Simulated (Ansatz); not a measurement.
`O=CB(S)Cl` + `OC=S` → `O=COC=S` + `SBCl`  (substitution at a C–B bond)

Isolated molecules relaxed with PBE0-D4/def2-TZVP in Ansatz; ΔE leaves out vibrations. CCSD(T)/CBS is the MP2 limit (def2-TZVPP, def2-QZVPP) plus CCSD(T) − MP2 in def2-TZVPP, frozen cores. This one scheme is used for every species. Functionals use def2-TZVPP. One conformer a species, not always the lowest.

```tsv
species	B2PLYP energy (Eh)
`O=CB(S)Cl`	-997.54392
`OC=S`	-512.55751
`O=COC=S`	-625.85390
`SBCl`	-884.25824
```

Task: Work out ΔE.

Result: ΔE = (-625.85390) + (-884.25824) − (-997.54392) − (-512.55751) = -0.01071 Eh = -28.1 kJ/mol. CCSD(T)/CBS gives -22.1 kJ/mol.

Largest T1 diagnostic among the species: 0.018.

In def2-TZVPP, CCSD(T) changes the Hartree–Fock value by +13.9 kJ/mol (the triples alone add +0.3 kJ/mol) and MP2 by +13.6 kJ/mol. From BLYP to BHLYP (50 % exact exchange), in def2-TZVPP and without D4, ΔE moves by −6.9 kJ/mol.
